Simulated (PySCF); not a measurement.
PySCF job for In(H)(F)(OMe) (CH4FInO), SMILES C[O][InH][F], TDDFT-B3LYP/def2-SVPD. Geometry optimised at PBE0-D3(BJ)/def2-SVP. The def2 effective core potentials stand for the cores of In; spin–orbit coupling is left out. One conformer was computed; it need not be the lowest.

```python
import numpy as np
from pyscf import gto, scf, dft, tdscf

mol = gto.M(
    atom='''
    In   -0.25563512    0.52535452    0.00000000
    H    -1.29547382    1.85944401    0.00000000
    F     1.70424553    0.67457284   -0.00000000
    O    -0.67000428   -1.41160891   -0.00000000
    C     0.33476073   -2.38892207    0.00000000
    H     1.35801112   -1.97100520    0.00000000
    H     0.23842174   -3.03778101    0.89035528
    H     0.23842173   -3.03778101   -0.89035527
    ''',
    basis='def2-SVPD',
    ecp={'In': 'def2-svp'},
    charge=0,
    spin=0,
    symmetry=True,
    max_memory=1600,
    verbose=4,
)
mf = dft.RKS(mol, xc='b3lyp').density_fit(auxbasis='def2-universal-jkfit')
mf.grids.level = 3
mf.conv_tol = 1e-9
mf.max_cycle = 100
mf.kernel()
mf.grids = dft.Grids(mol).set(level=1).build(with_non0tab=True)  # coarser grid for the response kernel
td = tdscf.TDDFT(mf)
td.singlet = True
td.nstates = 10
td.conv_tol = 1e-4
td.kernel(x0=td.get_init_guess(mf, 15))
td.analyze()
tt = tdscf.TDA(mf)
tt.singlet = False
tt.nstates = 4
tt.conv_tol = 1e-4
tt.kernel(x0=tt.get_init_guess(mf, 9))
tt.analyze(verbose=3)
```

Program output:

```
PySCF version 2.14.0

[INPUT] verbose = 4
[INPUT] num. atoms = 8
[INPUT] num. electrons = 48
[INPUT] charge = 0
[INPUT] spin (= nelec alpha-beta = 2S) = 0
[INPUT] symmetry True subgroup None
[INPUT] Mole.unit = angstrom
[INPUT] Symbol           X                Y                Z      unit          X                Y                Z       unit  Magmom
[INPUT]  1 In    -0.255635120000   0.525354520000   0.000000000000 AA   -0.483080364620   0.992776161102   0.000000000000 Bohr   0.0
[INPUT]  2 H     -1.295473820000   1.859444010000   0.000000000000 AA   -2.448090721344   3.513839922863   0.000000000000 Bohr   0.0
[INPUT]  3 F      1.704245530000   0.674572840000   0.000000000000 AA    3.220557300714   1.274757918670   0.000000000000 Bohr   0.0
[INPUT]  4 O     -0.670004280000  -1.411608910000   0.000000000000 AA   -1.266124591486  -2.667554234896   0.000000000000 Bohr   0.0
[INPUT]  5 C      0.334760730000  -2.388922070000   0.000000000000 AA    0.632606096959  -4.514408445229   0.000000000000 Bohr   0.0
[INPUT]  6 H      1.358011120000  -1.971005200000   0.000000000000 AA    2.566269090914  -3.724660018094   0.000000000000 Bohr   0.0
[INPUT]  7 H      0.238421740000  -3.037781010000   0.890355280000 AA    0.450551790742  -5.740574135305   1.682527632760 Bohr   0.0
[INPUT]  8 H      0.238421730000  -3.037781010000  -0.890355270000 AA    0.450551771845  -5.740574135305  -1.682527613863 Bohr   0.0

nuclear repulsion = 196.682188905575
point group symmetry = Cs
symmetry origin: [-4.97296347e-09  3.23242626e-09  2.48648172e-10]
symmetry axis x: [1.00000000e+00 4.15934631e-09 3.16569788e-10]
symmetry axis y: [ 4.15934631e-09 -1.00000000e+00  3.30138766e-10]
symmetry axis z: [-3.16569790e-10  3.30138773e-10  1.00000000e+00]
num. orbitals of irrep A' = 88
num. orbitals of irrep A" = 42
number of shells = 54
number of NR pGTOs = 203
number of NR cGTOs = 130
basis = def2-SVPD
ecp = {'In': 'def2-svp'}


[settings echo left out]
init E= -384.273471462851
HOMO (A") = -0.616586162823606  LUMO (A') = -0.586676946439503  gap/eV = 0.81387
cycle= 1 E= -404.795156063853  delta_E= -20.5  |g|= 1.96  |ddm|= 13.9
HOMO (A') = -0.0945298990904709  LUMO (A') = -0.0038595246927251  gap/eV = 2.46727
cycle= 2 E= -404.580136142604  delta_E= 0.215  |g|= 2.44  |ddm|= 8.79
HOMO (A") = -0.304182081210598  LUMO (A') = -0.0657808121674002  gap/eV = 6.48723
cycle= 3 E= -405.619826350043  delta_E= -1.04  |g|= 0.371  |ddm|= 2.72
HOMO (A") = -0.253266066116366  LUMO (A') = -0.069543394357563  gap/eV = 4.99935
cycle= 4 E= -405.61947712117  delta_E= 0.000349  |g|= 0.38  |ddm|= 0.67
HOMO (A") = -0.28175005970866  LUMO (A') = -0.0721635437794461  gap/eV = 5.70314
cycle= 5 E= -405.645778509009  delta_E= -0.0263  |g|= 0.0438  |ddm|= 0.399
HOMO (A") = -0.275558695507874  LUMO (A') = -0.0703502585930806  gap/eV = 5.58401
cycle= 6 E= -405.646108784359  delta_E= -0.00033  |g|= 0.0218  |ddm|= 0.0566
HOMO (A") = -0.277525304486188  LUMO (A') = -0.0697162469654735  gap/eV = 5.65477
cycle= 7 E= -405.64619902287  delta_E= -9.02e-05  |g|= 0.00423  |ddm|= 0.0223
HOMO (A") = -0.277876373131198  LUMO (A') = -0.0697121129470624  gap/eV = 5.66444
cycle= 8 E= -405.646202856839  delta_E= -3.83e-06  |g|= 0.000936  |ddm|= 0.00462
HOMO (A") = -0.277826068112284  LUMO (A') = -0.0697928248081645  gap/eV = 5.66087
cycle= 9 E= -405.64620310925  delta_E= -2.52e-07  |g|= 0.000152  |ddm|= 0.00125
HOMO (A") = -0.277806031670641  LUMO (A') = -0.0697887099803189  gap/eV = 5.66044
cycle= 10 E= -405.646203115184  delta_E= -5.93e-09  |g|= 2.28e-05  |ddm|= 0.000207
HOMO (A") = -0.277803305300715  LUMO (A') = -0.0697898569709565  gap/eV = 5.66033
cycle= 11 E= -405.646203115387  delta_E= -2.03e-10  |g|= 4.09e-06  |ddm|= 5.53e-05
HOMO (A") = -0.277804274258054  LUMO (A') = -0.0697897127327707  gap/eV = 5.66036
Extra cycle  E= -405.646203115389  delta_E= -1.93e-12  |g|= 5.52e-06  |ddm|= 1.67e-05
converged SCF energy = -405.646203115389
tot grids = 33640


******** <class 'pyscf.tdscf.rks.TDDFT'> for <class 'pyscf.df.df_jk.DFSymAdaptedRKS'> ********
nstates = 10 singlet
deg_eia_thresh = 1.000e-03
wfnsym = None
conv_tol = 0.0001
eigh lindep = 1e-12
eigh level_shift = 0
eigh max_cycle = 100


Excitation energies (eV)
[4.54978377 4.80758979 5.05583033 5.51427287 6.49677229 6.70662013
 6.75863611 6.86695917 6.91848593 7.00361331]

** Singlet excitation energies and oscillator strengths **
Excited State   1:   A"      4.54978 eV    272.51 nm  f=0.0091
      24 -> 25       -0.70184
Excited State   2:   A'      4.80759 eV    257.89 nm  f=0.0020
      23 -> 25       -0.44182
      24 -> 26        0.54918
Excited State   3:   A"      5.05583 eV    245.23 nm  f=0.0012
      23 -> 26       -0.70312
Excited State   4:   A'      5.51427 eV    224.84 nm  f=0.1464
      23 -> 25        0.53894
      24 -> 26        0.43498
Excited State   5:   A"      6.49677 eV    190.84 nm  f=0.0042
      24 -> 27        0.69881
Excited State   6:   A'      6.70662 eV    184.87 nm  f=0.0561
      20 -> 25       -0.31596
      22 -> 25       -0.59429
      23 -> 27        0.16726
Excited State   7:   A"      6.75864 eV    183.45 nm  f=0.0132
      21 -> 25       -0.14735
      22 -> 26       -0.68318
Excited State   8:   A'      6.86696 eV    180.55 nm  f=0.0188
      22 -> 25        0.13699
      23 -> 27        0.67905
Excited State   9:   A"      6.91849 eV    179.21 nm  f=0.0215
      21 -> 25       -0.68380
      22 -> 26        0.14108
Excited State  10:   A"      7.00361 eV    177.03 nm  f=0.0000
      24 -> 28       -0.68928
      24 -> 29       -0.12839

** Transition electric dipole moments (AU) **
state          X           Y           Z        Dip. S.      Osc.
  1         0.0000      0.0000     -0.2860      0.0818      0.0091
  2        -0.0978      0.0847     -0.0000      0.0167      0.0020
  3        -0.0000      0.0000     -0.1002      0.0100      0.0012
  4         0.0426      1.0401      0.0000      1.0837      0.1464
  5         0.0000      0.0000     -0.1632      0.0266      0.0042
  6        -0.2076      0.5464      0.0000      0.3416      0.0561
  7         0.0000      0.0000     -0.2826      0.0798      0.0132
  8        -0.0936     -0.3208      0.0000      0.1117      0.0188
  9         0.0000      0.0000      0.3560      0.1268      0.0215
 10        -0.0000      0.0000      0.0017      0.0000      0.0000

WARN: ECP detected. Skipping calculation of transition velocity and magnetic dipole moments, which have not yet been implemented.



******** <class 'pyscf.tdscf.rks.TDA'> for <class 'pyscf.df.df_jk.DFSymAdaptedRKS'> ********
nstates = 4 triplet
deg_eia_thresh = 1.000e-03
wfnsym = None
conv_tol = 0.0001
eigh lindep = 1e-12
eigh level_shift = 0
eigh max_cycle = 100


Excitation energies (eV)
[4.21437157 4.39032237 4.52697532 4.91279775]

** Triplet excitation energies and oscillator strengths **
Excited State   1:   A"      4.21437 eV    294.19 nm  f=0.0000
Excited State   2:   A'      4.39032 eV    282.40 nm  f=0.0000
Excited State   3:   A'      4.52698 eV    273.88 nm  f=0.0000
Excited State   4:   A"      4.91280 eV    252.37 nm  f=0.0000
```

Self-consistency was reached.
